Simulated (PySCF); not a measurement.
C₃H₇O₂, SMILES C[C](CO)O, multiplicity 2.

Geometry: B3LYP-D3(BJ)/def2-SVP. The isomer is the one that the SMILES or the coordinates give; other isomers of the formula were not compared. Other conformers were not sampled.

Method: B3LYP-D3(BJ)/def2-SVP in PySCF 2.14.0.

Frequencies are harmonic and unscaled.

```
mode  ν (cm⁻¹)  IR (km/mol)  moving atoms (share of kinetic energy)
----  --------  -----------  --------------------------------------
1           89          5.6                  O 54 %, H 27 %, C 19 %
2          139          0.5                  H 80 %, O 10 %, C 10 %
3          190          1.3                  O 43 %, H 32 %, C 24 %
4          329         70.4                  H 76 %, C 14 %, O 10 %
5          394         43.0                  H 49 %, C 32 %, O 19 %
6          426         99.4                                  H 90 %
7          436         22.3                  H 45 %, C 27 %, O 27 %
8          589         17.2                  C 58 %, H 21 %, O 21 %
9          805          8.6                  C 60 %, H 21 %, O 20 %
10         942         13.4                          H 65 %, C 32 %
11         998         22.9                  H 56 %, C 29 %, O 15 %
12        1002        110.9                  C 49 %, O 40 %, H 10 %
13        1032          1.3                          H 61 %, C 35 %
14        1137         99.1                          H 62 %, C 31 %
15        1180         23.1                                  H 89 %
16        1313         40.5                  H 53 %, C 37 %, O 10 %
17        1351         84.5                  H 55 %, C 35 %, O 10 %
18        1359          5.0                          H 77 %, C 21 %
19        1405         30.9                          H 72 %, C 25 %
20        1423         13.0                          H 60 %, C 38 %
21        1443          7.9                          H 84 %, C 15 %
22        1463          1.4                          H 87 %, C 11 %
23        1471          2.9                          H 88 %, C 11 %
24        2935         90.9                                  H 93 %
25        2971         28.1                                  H 95 %
26        3073         13.1                                  H 93 %
27        3094         21.9                           H 92 %, C 8 %
28        3127         14.2                          H 90 %, C 10 %
29        3790         37.0                                  H 94 %
30        3801         21.8                                  H 94 %
```
